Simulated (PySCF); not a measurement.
C2H4BO, C2H6BSi, C2H8BN, C2H6BO and others (calculated)

Computed with PySCF 2.14.0. Calculation on a computer-drawn molecule: the log of a Hartree-Fock and frozen-core CCSD(T) single point meant for a local Hartree-Fock minimum, with one planted fault or none, to be diagnosed. Offsets are logged minus clean, where the clean run is the same molecule without the fault. The reference is restricted for singlets and unrestricted otherwise, and also for a bond in bohr or an excited solution. Adding or removing an electron swaps singlet and doublet. The excited solution moves the top pair (singlet) or top alpha electron (doublet) to the lowest empty orbital. Highest occupied and lowest empty are orbital energies over both spins, largest force is the largest gradient component, triples share is (T) over the correlation energy, the T1 limit is 0.02 restricted and 0.045 unrestricted, electrons count all cores, a negative frequency is imaginary (commonest isotopes), and the dipole is about the centre of nuclear charge.

Common to all runs: logged SCF converged yes; logged CC converged yes; logged SCF stable within its kind yes; possible faults no fault, one electron removed, one electron added, multiplicity raised by two, geometry at a saddle point, SCF held on an excited solution, minimal basis STO-3G, one bond length entered in bohr, all coordinates scaled.

```yaml
- entry: 1
  formula: C2H4BO
  logged_structure:
    atoms_angstrom:
      - [C, 0.6804, 1.1782, -2.0684]
      - [C, 0.9207, 0.5284, -0.7197]
      - [B, 0.1057, 0.7364, 0.4634]
      - [O, -0.588, 0.9138, 1.4697]
      - [H, -0.1967, 1.8341, -2.0407]
      - [H, 0.4934, 0.4566, -2.8805]
      - [H, 1.5179, 1.8069, -2.4125]
      - [H, 2.5332, -0.738, -0.5941]
  given:
    meant_charge: -1
    meant_multiplicity: 1
    meant_basis: aug-cc-pVDZ
    logged_electrons: 30
    logged_basis_functions: 128
    logged_spin_squared: 0.6587
    "logged_highest_occupied [eV]": -1.757
    "logged_lowest_empty [eV]": 3.7378
    "logged_largest_force [hartree/bohr]": 0.022928
    logged_T1_diagnostic: 0.05819
    logged_D1_diagnostic: 0.26664
    logged_triples_share: 0.043626
    "logged_dipole_magnitude [debye]": 3.8029
    "logged_energy_HF [hartree]": -177.53305
    "logged_energy_CCSD(T) [hartree]": -178.16759
    drawn_bonds_atom: [1, 2, 3, 1, 1, 1, 2]
    drawn_bonds_other_atom: [2, 3, 4, 5, 6, 7, 8]
    drawn_bonds_order: [1, 2, 1, 1, 1, 1, 1]
  results:
    planted_fault: "one bond length entered in bohr, row 7 of the drawn bonds"
    "HF_energy_offset_from_clean_run [kcal/mol]": 79.56
    "CCSD(T)_energy_offset_from_clean_run [kcal/mol]": 77.9
  notes: ["T1 above single-reference limit"]
- entry: 2
  formula: C2H6BSi
  logged_structure:
    atoms_angstrom:
      - [C, -0.8711, 1.6779, 0.0437]
      - [C, -0.8173, 0.2031, -0.2733]
      - [B, -1.0787, -0.4413, -1.4831]
      - [Si, -1.3951, -1.5349, -3.0684]
      - [H, 0.1021, 2.0395, 0.3871]
      - [H, -1.1596, 2.2725, -0.8244]
      - [H, -1.5916, 1.8803, 0.841]
      - [H, -0.5362, -0.4484, 0.5551]
      - [H, -2.7806, -1.6635, -3.5623]
      - [H, -0.4341, -1.439, -4.1853]
  given:
    meant_charge: 0
    meant_multiplicity: 2
    meant_basis: "cc-pV(D+d)Z"
    logged_electrons: 37
    logged_basis_functions: 30
    logged_spin_squared: 0.9549
    "logged_highest_occupied [eV]": -6.1449
    "logged_lowest_empty [eV]": 5.377
    "logged_largest_force [hartree/bohr]": 0.02952
    logged_T1_diagnostic: 0.04114
    logged_D1_diagnostic: 0.19328
    logged_triples_share: 0.012016
    "logged_dipole_magnitude [debye]": 0.94173
    "logged_energy_HF [hartree]": -388.14281
    "logged_energy_CCSD(T) [hartree]": -388.38843
    drawn_bonds_atom: [1, 2, 3, 1, 1, 1, 2, 4, 4]
    drawn_bonds_other_atom: [2, 3, 4, 5, 6, 7, 8, 9, 10]
    drawn_bonds_order: [1, 2, 1, 1, 1, 1, 1, 1, 1]
  results:
    planted_fault: "minimal basis STO-3G"
    "HF_energy_offset_from_clean_run [kcal/mol]": 2895
    "CCSD(T)_energy_offset_from_clean_run [kcal/mol]": 3061
- entry: 3
  formula: C2H8BN
  logged_structure:
    atoms_angstrom:
      - [C, -1.6336, 0.592, -0.157]
      - [C, -0.6004, 0.7143, -1.2852]
      - [B, 0.7809, -0.0077, -0.9794]
      - ["N", 1.4118, -0.8361, -1.9055]
      - [H, -2.551, 1.1394, -0.3878]
      - [H, -1.9113, -0.4515, 0.0186]
      - [H, -1.2398, 0.9865, 0.7833]
      - [H, -1.0356, 0.3584, -2.2268]
      - [H, -0.3772, 1.7789, -1.443]
      - [H, 1.3333, 0.1613, 0.0811]
      - [H, 2.2907, -1.2763, -1.7325]
      - [H, 1.032, -1.0384, -2.8074]
  given:
    meant_charge: 0
    meant_multiplicity: 1
    meant_basis: cc-pVDZ
    logged_electrons: 31
    logged_basis_functions: 96
    logged_spin_squared: 0.763
    "logged_highest_occupied [eV]": -17.491
    "logged_lowest_empty [eV]": -8.3654
    "logged_largest_force [hartree/bohr]": 0.13328
    logged_T1_diagnostic: 0.023697
    logged_D1_diagnostic: 0.13487
    logged_triples_share: 0.029877
    "logged_dipole_magnitude [debye]": 1.1328
    "logged_energy_HF [hartree]": -159.21899
    "logged_energy_CCSD(T) [hartree]": -159.81911
    drawn_bonds_atom: [1, 2, 3, 1, 1, 1, 2, 2, 3, 4, 4]
    drawn_bonds_other_atom: [2, 3, 4, 5, 6, 7, 8, 9, 10, 11, 12]
    drawn_bonds_order: [1, 1, 1, 1, 1, 1, 1, 1, 1, 1, 1]
  results:
    planted_fault: "one electron removed"
    "HF_energy_offset_from_clean_run [kcal/mol]": 230.5
    "CCSD(T)_energy_offset_from_clean_run [kcal/mol]": 242.5
- entry: 4
  formula: C2H6BO
  logged_structure:
    atoms_angstrom:
      - [C, -0.0773, 1.1274, 0.2077]
      - [C, 1.2481, 0.4364, -0.1969]
      - [B, 1.8066, -0.5045, 0.8516]
      - [O, 2.5598, -2.049, 2.4469]
      - [H, -0.3883, 1.7735, -0.6104]
      - [H, 0.0497, 1.7407, 1.0989]
      - [H, -0.8661, 0.3981, 0.387]
      - [H, 2.0377, 1.1691, -0.4029]
      - [H, 1.1319, -0.16, -1.1096]
      - [H, 3.3036, -2.1527, 3.0355]
  given:
    meant_charge: 1
    meant_multiplicity: 1
    meant_basis: cc-pVDZ
    logged_electrons: 30
    logged_basis_functions: 86
    logged_spin_squared: 0.9352
    "logged_highest_occupied [eV]": -18.104
    "logged_lowest_empty [eV]": -4.9126
    "logged_largest_force [hartree/bohr]": 0.014354
    logged_T1_diagnostic: 0.028049
    logged_D1_diagnostic: 0.13321
    logged_triples_share: 0.028832
    "logged_dipole_magnitude [debye]": 2.0618
    "logged_energy_HF [hartree]": -178.36365
    "logged_energy_CCSD(T) [hartree]": -178.91108
    drawn_bonds_atom: [1, 2, 3, 1, 1, 1, 2, 2, 4]
    drawn_bonds_other_atom: [2, 3, 4, 5, 6, 7, 8, 9, 10]
    drawn_bonds_order: [1, 1, 1, 1, 1, 1, 1, 1, 1]
  results:
    planted_fault: "one bond length entered in bohr, row 3 of the drawn bonds"
    "HF_energy_offset_from_clean_run [kcal/mol]": 134.0
    "CCSD(T)_energy_offset_from_clean_run [kcal/mol]": 158.4
- entry: 5
  formula: C3H7Al
  logged_structure:
    atoms_angstrom:
      - [C, -1.726, -0.1236, -0.6449]
      - [C, -1.4142, 0.2519, 0.7385]
      - [C, -0.3707, 1.2953, 0.8389]
      - [Al, -0.7482, 3.0738, 0.1756]
      - [H, -0.8704, -0.4752, -1.1416]
      - [H, -2.4504, -0.8814, -0.6823]
      - [H, -2.0974, 0.6914, -1.1964]
      - [H, -1.1222, -0.6122, 1.2619]
      - [H, -2.2965, 0.5807, 1.2097]
      - [H, -0.1096, 1.4319, 1.8571]
      - [H, 0.5185, 0.948, 0.3803]
  given:
    meant_charge: 0
    meant_multiplicity: 1
    meant_basis: "cc-pV(D+d)Z"
    logged_electrons: 38
    logged_basis_functions: 100
    logged_spin_squared: 0.0
    "logged_highest_occupied [eV]": -7.3253
    "logged_lowest_empty [eV]": 1.3418
    "logged_largest_force [hartree/bohr]": 0.031552
    logged_T1_diagnostic: 0.0092047
    logged_D1_diagnostic: 0.028893
    logged_triples_share: 0.027505
    "logged_dipole_magnitude [debye]": 1.4416
    "logged_energy_HF [hartree]": -359.55651
    "logged_energy_CCSD(T) [hartree]": -360.10828
    drawn_bonds_atom: [1, 2, 3, 1, 1, 1, 2, 2, 3, 3]
    drawn_bonds_other_atom: [2, 3, 4, 5, 6, 7, 8, 9, 10, 11]
    drawn_bonds_order: [1, 1, 1, 1, 1, 1, 1, 1, 1, 1]
  results:
    planted_fault: "all coordinates scaled, by -4.0 %"
    "HF_energy_offset_from_clean_run [kcal/mol]": 10.29
    "CCSD(T)_energy_offset_from_clean_run [kcal/mol]": 14.58
- entry: 6
  formula: C3H7Al
  logged_structure:
    atoms_angstrom:
      - [C, -1.7979, -0.1288, -0.6718]
      - [C, -1.4732, 0.2624, 0.7693]
      - [C, -0.3861, 1.3493, 0.8738]
      - [Al, -0.7794, 3.2019, 0.1829]
      - [H, -0.9067, -0.495, -1.1892]
      - [H, -2.5525, -0.9181, -0.7107]
      - [H, -2.1848, 0.7202, -1.2462]
      - [H, -1.169, -0.6377, 1.3145]
      - [H, -2.3921, 0.6049, 1.2601]
      - [H, -0.1142, 1.4916, 1.9345]
      - [H, 0.5401, 0.9875, 0.3961]
  given:
    meant_charge: 0
    meant_multiplicity: 1
    meant_basis: "cc-pV(D+d)Z"
    logged_electrons: 38
    logged_basis_functions: 31
    logged_spin_squared: 0.0
    "logged_highest_occupied [eV]": -3.9379
    "logged_lowest_empty [eV]": 9.6891
    "logged_largest_force [hartree/bohr]": 0.023424
    logged_T1_diagnostic: 0.0053061
    logged_D1_diagnostic: 0.023
    logged_triples_share: 0.0060579
    "logged_dipole_magnitude [debye]": 1.8871
    "logged_energy_HF [hartree]": -355.26586
    "logged_energy_CCSD(T) [hartree]": -355.50936
    drawn_bonds_atom: [1, 2, 3, 1, 1, 1, 2, 2, 3, 3]
    drawn_bonds_other_atom: [2, 3, 4, 5, 6, 7, 8, 9, 10, 11]
    drawn_bonds_order: [1, 1, 1, 1, 1, 1, 1, 1, 1, 1]
  results:
    planted_fault: "minimal basis STO-3G"
    "HF_energy_offset_from_clean_run [kcal/mol]": 2703
    "CCSD(T)_energy_offset_from_clean_run [kcal/mol]": 2900
- entry: 7
  formula: C2H6AlN
  logged_structure:
    atoms_angstrom:
      - [C, 0.7259, 0.3528, 1.2255]
      - [C, 0.4103, -1.1254, 1.0235]
      - ["N", 1.2068, -1.7495, -0.0224]
      - [Al, 2.381, -3.1066, 0.0798]
      - [H, 0.1022, 0.7825, 2.0145]
      - [H, 1.7747, 0.492, 1.4975]
      - [H, 0.5408, 0.9182, 0.3075]
      - [H, -0.6601, -1.2388, 0.816]
      - [H, 0.7483, -2.1333, 2.7995]
      - [H, 1.0243, -1.3165, -0.9147]
  given:
    meant_charge: 0
    meant_multiplicity: 1
    meant_basis: "cc-pV(D+d)Z"
    logged_electrons: 38
    logged_basis_functions: 95
    logged_spin_squared: 0.7414
    "logged_highest_occupied [eV]": -8.1094
    "logged_lowest_empty [eV]": 1.3303
    "logged_largest_force [hartree/bohr]": 0.028218
    logged_T1_diagnostic: 0.059548
    logged_D1_diagnostic: 0.25907
    logged_triples_share: 0.036606
    "logged_dipole_magnitude [debye]": 2.183
    "logged_energy_HF [hartree]": -375.49252
    "logged_energy_CCSD(T) [hartree]": -376.06654
    drawn_bonds_atom: [1, 2, 3, 1, 1, 1, 2, 2, 3]
    drawn_bonds_other_atom: [2, 3, 4, 5, 6, 7, 8, 9, 10]
    drawn_bonds_order: [1, 1, 1, 1, 1, 1, 1, 1, 1]
  results:
    planted_fault: "one bond length entered in bohr, row 8 of the drawn bonds"
    "HF_energy_offset_from_clean_run [kcal/mol]": 76.02
    "CCSD(T)_energy_offset_from_clean_run [kcal/mol]": 76.92
  notes: ["T1 above single-reference limit"]
- entry: 8
  formula: C2H6AlN
  logged_structure:
    atoms_angstrom:
      - [C, 0.7259, 0.3528, 1.2255]
      - [C, 0.4103, -1.1254, 1.0235]
      - ["N", 1.2068, -1.7495, -0.0224]
      - [Al, 2.381, -3.1066, 0.0798]
      - [H, 0.1022, 0.7825, 2.0145]
      - [H, 1.7747, 0.492, 1.4975]
      - [H, 0.5408, 0.9182, 0.3075]
      - [H, -0.6601, -1.2388, 0.816]
      - [H, 0.5892, -1.6588, 1.9633]
      - [H, 1.0243, -1.3165, -0.9147]
  given:
    meant_charge: 0
    meant_multiplicity: 1
    meant_basis: "cc-pV(D+d)Z"
    logged_electrons: 38
    logged_basis_functions: 95
    logged_spin_squared: 0.0
    "logged_highest_occupied [eV]": -8.0145
    "logged_lowest_empty [eV]": 1.4526
    "logged_largest_force [hartree/bohr]": 2.074e-05
    "logged_lowest_frequency [cm^-1]": 95.169
    logged_T1_diagnostic: 0.013667
    logged_D1_diagnostic: 0.050843
    logged_triples_share: 0.029064
    "logged_dipole_magnitude [debye]": 1.5946
    "logged_energy_HF [hartree]": -375.61367
    "logged_energy_CCSD(T) [hartree]": -376.18912
    drawn_bonds_atom: [1, 2, 3, 1, 1, 1, 2, 2, 3]
    drawn_bonds_other_atom: [2, 3, 4, 5, 6, 7, 8, 9, 10]
    drawn_bonds_order: [1, 1, 1, 1, 1, 1, 1, 1, 1]
  results:
    planted_fault: null
```

## Withheld values
1. Which fault was planted in the run of C2H6AlN (entry 8)?

Answers
1. no fault

Further results for C2H6AlN (entry 8):

| Quantity | Value |
| --- | --- |
| HF energy offset from clean run | 0 kcal/mol |
| CCSD(T) energy offset from clean run | 0 kcal/mol |
